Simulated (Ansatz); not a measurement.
Ge₂₃H₃₀⁻, a nanocrystal cut from hexagonal germanium. The state is a doublet with charge -1. Geometry PBE-D4/def2-SVP, that of the neutral singlet.

Cartesian coordinates in Å:
```
Ge 5.047 2.026 0.127
Ge 2.829 2.986 0.566
Ge 3.415 -0.525 -2.493
Ge 4.821 -0.331 -0.495
Ge 1.194 0.444 -2.037
Ge 1.083 1.297 0.260
Ge -2.558 2.108 -1.292
Ge -1.144 2.253 0.706
Ge -4.772 3.076 -0.848
Ge -4.906 3.871 1.457
Ge 3.737 -1.558 1.329
Ge 1.516 -0.585 1.772
Ge -2.236 1.069 2.554
Ge -4.454 2.029 2.996
Ge 3.178 -2.882 -3.116
Ge -0.564 -1.236 -2.351
Ge -2.779 -0.252 -1.908
Ge 2.097 -4.088 -1.280
Ge 3.501 -3.918 0.718
Ge -0.117 -3.103 -0.828
Ge -0.240 -2.269 1.474
Ge -3.875 -1.413 -0.054
Ge -2.454 -1.290 1.935
H 5.745 2.810 -1.023
H 5.938 2.151 1.398
H 2.563 4.179 -0.400
H 2.764 3.536 2.021
H 4.074 0.267 -3.665
H 6.222 -0.957 -0.782
H 0.948 1.633 -3.019
H -1.865 2.887 -2.453
H -0.984 3.757 1.098
H -5.059 4.237 -1.845
H -5.860 1.984 -1.068
H -3.836 4.980 1.671
H -6.304 4.495 1.742
H 4.605 -1.432 2.620
H 1.476 -0.059 3.242
H -1.343 1.196 3.827
H -4.545 2.514 4.472
H -5.536 0.928 2.794
H 4.580 -3.497 -3.406
H 2.322 -3.004 -4.411
H -0.512 -1.756 -3.823
H -3.662 -0.372 -3.190
H 1.918 -5.589 -1.671
H 4.903 -4.536 0.439
H 2.852 -4.707 1.893
H -1.218 -4.192 -1.028
H 0.018 -3.453 2.459
H -5.249 -0.739 0.244
H -4.144 -2.898 -0.432
H -3.130 -2.072 3.106
```

Single mean-field runs in def2-SVP are fitted with def2-universal-jkfit. At PBE-D4/def2-SVP, PBE0-D4/def2-SVP, BHLYP-D4/def2-SVP the highest occupied level of the charge -1 doublet lies above zero (up to 0.58 eV). By energy differences its removal costs 0.80 eV (vertical, to the charge 0 singlet, at PBE-D4/def2-SVP); self-interaction error and the lack of diffuse functions both raise the level. At PBE-D4/def2-SVP the gap within one spin of the charge -1 doublet nearly closes, so an electron or hole may be smeared out by delocalisation error.

(1) Estimate the α-spin orbital energies around the gap (eV) in Ansatz with PBE-D4/def2-SVP, PBE0-D4/def2-SVP, BHLYP-D4/def2-SVP.

## Answers

(1) 
| orbital | PBE-D4/def2-SVP | PBE0-D4/def2-SVP | BHLYP-D4/def2-SVP |
| --- | --- | --- | --- |
| HOMO−5 | -3.53 | -4.48 | -5.24 |
| HOMO−4 | -3.50 | -4.45 | -5.23 |
| HOMO−3 | -3.32 | -4.24 | -4.97 |
| HOMO−2 | -3.23 | -4.14 | -4.91 |
| HOMO−1 | -3.12 | -4.01 | -4.73 |
| HOMO | 0.58 | 0.37 | 0.32 |
| LUMO | 0.60 | 1.28 | 2.16 |
| LUMO+1 | 0.64 | 1.33 | 2.19 |
| LUMO+2 | 0.78 | 1.43 | 2.32 |
| LUMO+3 | 0.79 | 1.47 | 2.36 |
| LUMO+4 | 0.81 | 1.50 | 2.38 |
| LUMO+5 | 0.95 | 1.67 | 2.52 |
| β HOMO | -3.07 | -3.93 | -4.61 |
| β LUMO | 0.63 | 1.31 | 2.18 |
